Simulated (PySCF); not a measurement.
silanone cation (H2OSi), SMILES O=[SiH2] (connectivity only; charge and spin as stated), charge +1, multiplicity 2.

The structure is a stationary point at PBE-D3(BJ)/def2-TZVP. The multiplicity is an assumed one; other spin states were not compared.

Computed with TDA-M06-2X/def2-TZVPD run with PySCF.

Vertical excitations. The molecule is in vacuum.

| state | energy (eV) | λ (nm) | f | main pairs |
|---|---|---|---|---|
| root 1 | 0.43 | 2905 | 0.000 | β HOMO→LUMO 97 % |
| root 2 | 1.71 | 727 | 0.000 | β HOMO−2→LUMO 89 % |
| root 3 | 5.18 | 240 | 0.036 | β HOMO−1→LUMO 93 % |
| root 4 | 6.04 | 205 | 0.000 | α HOMO→LUMO 80 %, β HOMO−1→LUMO+1 18 % |
| root 5 | 6.17 | 201 | 0.013 | α HOMO−1→LUMO 29 %, β HOMO→LUMO+1 64 % |
| root 6 | 6.73 | 184 | 0.000 | α HOMO→LUMO 19 %, β HOMO−1→LUMO+1 80 % |
| root 7 | 6.93 | 179 | 0.001 | α HOMO−2→LUMO 10 %, β HOMO−2→LUMO+1 87 % |
| root 8 | 7.89 | 157 | 0.010 | α HOMO−2→LUMO 86 %, β HOMO−2→LUMO+1 10 % |
| root 9 | 8.00 | 155 | 0.000 | α HOMO→LUMO+1 40 %, β HOMO−3→LUMO 28 %, β HOMO−1→LUMO+2 23 % |
| root 10 | 8.26 | 150 | 0.053 | α HOMO−1→LUMO 62 %, β HOMO→LUMO+1 24 % |
Unrestricted roots are not spin-pure.
